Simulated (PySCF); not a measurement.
Species: C2H8Ge2O.
SMILES with atom numbers: `[CH2:1]=[CH:2][GeH2:3][O:4][GeH3:5]` (hydrogens: H6, H7 on C1; H8 on C2; H9, H10 on Ge3; H11, H12, H13 on Ge5)

Theory: PBE0-D3(BJ)/def2-SVP geometry optimisation, gas phase (PySCF 2.14.0).

Problem. Give the optimised bond lengths and angles.

Solution. 
| bond | length (pm) |
| --- | --- |
| C1=C2 | 133.7 |
| C2–Ge3 | 193.8 |
| Ge3–O4 | 178.2 |
| O4–Ge5 | 177.7 |
| C1–H6 | 109.6 |
| C1–H7 | 109.7 |
| C2–H8 | 109.7 |
| Ge3–H9, Ge3–H10 | 154.0 |
| Ge5–H11, Ge5–H12, Ge5–H13 | 154.1 |

Bonds in one row agree within 1 pm and their mean is given. A selection of angles:
| angle | degrees |
| --- | --- |
| C2–C1–H6 | 122.2 |
| C2–C1–H7 | 121.8 |
| H6–C1–H7 | 116.0 |
| C1–C2–Ge3 | 121.9 |
| C1–C2–H8 | 119.0 |
| Ge3–C2–H8 | 119.1 |
| C2–Ge3–O4 | 109.6 |
| C2–Ge3–H9 | 108.1 |
| C2–Ge3–H10 | 112.8 |
| O4–Ge3–H9 | 109.1 |
| O4–Ge3–H10 | 105.0 |
| H9–Ge3–H10 | 112.2 |
| Ge3–O4–Ge5 | 127.9 |
| O4–Ge5–H11 | 109.6 |
| O4–Ge5–H13 | 105.8 |
| H11–Ge5–H12 | 109.8 |
| H11–Ge5–H13 | 110.9 |

Dihedral angles: C1–C2–Ge3–O4 -111° (anticlinal); C2–Ge3–O4–Ge5 42° (synclinal). The mirror-image conformer, all signs reversed, is as good.

O4 (oxygen bonded to 2 Ge) is bent (angle 127.9°). Ge5 (germanium bonded to O and 3 H) is distorted tetrahedral (angles from 105.8° to 111.0°). Ge3 (germanium bonded to C, O and 2 H) is distorted tetrahedral (angles from 105.0° to 112.8°).

Point group: C1 (no symmetry element, even within 0.4 Å). Whether it is a minimum is left open (no frequencies). One conformer, not necessarily the lowest.
